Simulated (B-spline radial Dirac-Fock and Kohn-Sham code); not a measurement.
Model: Dirac-Fock densities. Program: a radial atomic solver.

Question: This computed X-ray form factor belongs to an atom or ion in its tabulated ground configuration. Which?

```
sin θ/λ (Å⁻¹)      f₀
         0.05  17.986
          0.1  17.944
         0.35  17.331
          0.5  16.677
          0.6  16.144
          0.7  15.550
          0.8  14.910
          1.1  12.858
          2.5   6.488
```

Answer: Cs³⁷⁺, with 18 electrons in [Ne] 3s2 3p6. f₀ tends to the number of electrons as s goes to zero, which the first rows give only roughly, and the rate of fall reflects the nuclear charge, 55.

Question: This computed X-ray form factor belongs to an atom or ion in its tabulated ground configuration. Which?

```
sin θ/λ (Å⁻¹)      f₀
         0.05  33.947
         0.06  33.924
         0.21  33.087
         0.35  31.580
         0.45  30.184
         0.58  28.122
         0.75  25.275
         1.24  18.178
         5.59   3.415
```

Answer: Gd³⁰⁺, with 34 electrons in [Ar] 3d10 4s2 4p4. f₀ tends to the number of electrons as s goes to zero, which the first rows give only roughly, and the rate of fall reflects the nuclear charge, 64.

Question: This computed X-ray form factor belongs to an atom or ion in its tabulated ground configuration. Which?

| sin θ/λ (Å⁻¹) | f₀ |
| --- | --- |
| 0.25 | 26.750 |
| 0.7 | 15.102 |
| 0.8 | 13.230 |
| 1.1 | 9.131 |
| 1.6 | 6.212 |
| 2 | 5.198 |
| 3.5 | 2.500 |
| 4 | 1.989 |
| 6 | 1.186 |

Answer: Rb⁵⁺, with 32 electrons in [Ar] 3d10 4s2 4p2. f₀ tends to the number of electrons as s goes to zero, which the first rows give only roughly, and the rate of fall reflects the nuclear charge, 37.
